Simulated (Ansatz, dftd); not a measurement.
Reaction: Si2H5Cl (chloro(silyl)silane, SMILES [SiH3][SiH2]Cl) → Si2H4Cl (SMILES Cl[SiH][SiH3], doublet) + H (doublet) (the H-Si bond breaks)
Each species at its own B3LYP-D3(BJ)/def2-TZVP minimum (Ansatz, an electronic-structure program).

Property: bond dissociation energy (electronic), in kcal/mol. Radicals and triplets start from unrestricted determinants; spin-orbit coupling is neglected. CBS(X,Y): correlation extrapolated as X^-3, Hartree-Fock from the larger set. A bracket is a step between two methods taken in the basis named. The functionals are non-relativistic, so their misses hold any scalar relativity. Double hybrids freeze cores in their MP2 part. 'core' is core correlation in cc-pwCVTZ (1s frozen past Ne), 'X2C' scalar relativity in cc-pVTZ-DK, both at CCSD(T). For partners of very few electrons the exact lower level stands in for a higher one.

Compared with CCSD(T)/CBS(cc-pV(T+d)Z,cc-pV(Q+d)Z) + [CCSDT(Q) - CCSD(T)]/cc-pV(D+d)Z + core + X2C (Ansatz): 93.5 kcal/mol.

Costs are rough ratios of core time, to one figure, on one kind of shared machine, summed over the single points of the molecules; atoms, geometries and frequencies are left out. The first row took roughly 20 core seconds; short runs hold start-up time.

```json
[
 {"level": "CAM-B3LYP-D4/def2-TZVPD", "program": "Ansatz + dftd4", "cost relative to the first row": "1", "difference (kcal/mol)": "-1.4"},
 {"level": "CAM-B3LYP/def2-TZVPD", "program": "Ansatz", "cost relative to the first row": "1", "difference (kcal/mol)": "-1.6"},
 {"level": "r2SCAN-D4/def2-TZVPD", "program": "Ansatz + dftd4", "cost relative to the first row": "1", "difference (kcal/mol)": "-5.4"},
 {"level": "r2SCANh-D4/def2-TZVPD", "program": "Ansatz + dftd4", "cost relative to the first row": "1", "difference (kcal/mol)": "-5.1"},
 {"level": "B2GP-PLYP-D4/def2-TZVPD", "program": "Ansatz + dftd4", "cost relative to the first row": "1", "difference (kcal/mol)": "-2.6"},
 {"level": "B2GP-PLYP/def2-TZVPD", "program": "Ansatz", "cost relative to the first row": "1", "difference (kcal/mol)": "-2.7"},
 {"level": "B2PLYP/def2-TZVPD", "program": "Ansatz", "cost relative to the first row": "1", "difference (kcal/mol)": "-2.9"}
]
```

The dearest row costs roughly 1 times the first. Costs within a factor of two don't rank. The table holds for this case alone.
